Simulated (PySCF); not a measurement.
## Working out the excitation energy of P

P [Ne] 3s2 3p3 (4S) → P [Ne] 3s1 3p3 4s1 (6S). All numbers are calculated (PySCF 2.14, the non-relativistic Hamiltonian (point nucleus), in dyall-av2z). Frozen: [Ne]; the 16 highest virtual orbitals dropped. Energies in hartree (1 hartree = 27.21139 eV):

```tsv
part	P (lower)	P (upper)
UHF	-340.709286	-340.312978
MP2 opposite-spin	-0.049475	0.000000
MP2 same-spin	-0.019512	-0.026473
```

Question: What does Hartree-Fock give?

Answer: (-340.312978) − (-340.709286) = 0.396308 hartree = 10.784 eV.

Question: What do MP2 and SCS-MP2 (6/5 opposite-spin, 1/3 same-spin) give?

Answer: The opposite-spin parts differ by 1.346 eV and the same-spin parts by -0.189 eV. MP2: 10.784 + (1.346) + (-0.189) = 11.941 eV. SCS-MP2: 10.784 + 1.2 × (1.346) + (-0.189)/3 = 12.336 eV.

The upper state lies above the first ionisation limit, but in LS coupling its spin forbids autoionisation to the ground ion. A Rydberg-like electron needs more diffuse functions than a valence basis has.

A double-zeta basis recovers only part of the correlation energy.
